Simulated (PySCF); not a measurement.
dimethyl carbonate (C₃H₆O₃), SMILES COC(=O)OC.

Geometry optimised at PBE0-D3(BJ)/def2-SVP.

All values below come from PBE/def2-TZVP run with PySCF.

Gas-phase values at a fixed geometry.

Computed frontier levels, gap, dipole moment and polarisability:
```
Item                                                                                                             Result
---------------------------------------------------------------------------------------------  ------------------------
highest occupied level                                                                                         -6.66 eV
lowest empty level                                                                                              0.00 eV
orbital gap                                                                                                     6.66 eV
dipole moment                                                                                                    0.54 D
quadrupole, principal values (traceless, Buckingham form, about the centre of nuclear charge)  -11.00, -1.33, 12.33 D·Å
mean static polarisability                                                                         49.2 bohr³ (7.29 Å³)
polarisability, principal values                                                                 38.2, 45.5, 64.0 bohr³
```
